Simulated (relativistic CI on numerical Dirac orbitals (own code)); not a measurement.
Radial Dirac CI calculation of Mn5+.

Command:

```sh
python run_levels.py task.json out
```

Input:

```
atom Mn  Z=25  charge=5  electrons=20
nucleus A=55  rms_radius_fm=3.7057
hamiltonian dirac-coulomb  breit=on  qed=on  c_scale=1
orbitals kli  potential=per-configuration
slater_scale 1
correlation none
mixing on
grid step=0.0125 r_max=24.8
scf mixing=0.4 start=green max_iterations=150 tolerance=2e-08 node_fill=0.05
configurations
  [Ar] 3d2
  [Ar] 3d 4s
end
```

Output:

```
SCF 1: [Ar] 3d2
 iter      energy (Ha)   residual   last orbital (Ha)
    1     -1140.286934   2.17e+00     -6.46814
    2     -1148.861423   1.00e+00     -4.57198
    3     -1151.039871   6.14e-02     -3.40164
    4     -1151.058015   4.37e-02     -3.49738
    5     -1151.061392   6.13e-03     -3.46876
    6     -1151.061413   5.14e-04     -3.45697
    7     -1151.061409   5.11e-05     -3.45587
    8     -1151.061410   8.90e-07     -3.45576
    9     -1151.061410   1.26e-06     -3.45576
   10     -1151.061410   8.53e-09     -3.45576
SCF 2: [Ar] 3d 4s
 iter      energy (Ha)   residual   last orbital (Ha)
    1     -1140.974394   2.08e+00     -3.12332
    2     -1148.012662   9.79e-01     -2.67165
    3     -1149.961544   4.77e-02     -2.34742
    4     -1149.970218   3.85e-02     -2.35003
    5     -1149.973792   7.21e-03     -2.33310
    6     -1149.973868   1.07e-04     -2.32863
    7     -1149.973870   5.56e-05     -2.32839
    8     -1149.973871   5.00e-06     -2.32837
    9     -1149.973871   7.54e-07     -2.32837
   10     -1149.973871   7.07e-08     -2.32837
   11     -1149.973871   4.68e-09     -2.32837
orbital energies (Ha): 2s -31.0282  2p1/2 -27.1036  2p3/2 -26.7207  3s -6.5057  3p1/2 -5.3545  3p3/2 -5.3029  3d3/2 -3.4624  3d5/2 -3.4558
configuration averages (Ha): Dirac-Coulomb, Breit, QED
  3d2                          -1151.061410    0.410039    0.273500
  3d 4s                        -1149.973871    0.410957    0.274023
levels: no., configuration, term, J, E (cm-1), weight
   1 3d2                    3F   2                0.0  1.00
   2 3d2                    3F   3              716.3  1.00
   3 3d2                    3F   4             1611.9  1.00
   4 3d2                    1D   2            18670.2  0.97
   5 3d2                    3P   0            21779.7  1.00
   6 3d2                    3P   1            22035.2  1.00
   7 3d2                    3P   2            22554.0  0.97
   8 3d2                    1G   4            28648.9  1.00
   9 3d2                    1S   0            69785.5  1.00
  10 3d 4s                  3D   1           251160.2  1.00
  11 3d 4s                  3D   2           251594.7  0.99
  12 3d 4s                  3D   3           252423.7  1.00
  13 3d 4s                  1D   2           257340.7  0.99
lowest total energy -1150.442800 Ha
end: converged
```

Run time about 0.076 s of CPU on one thread of Neoverse-V2 (shared host).
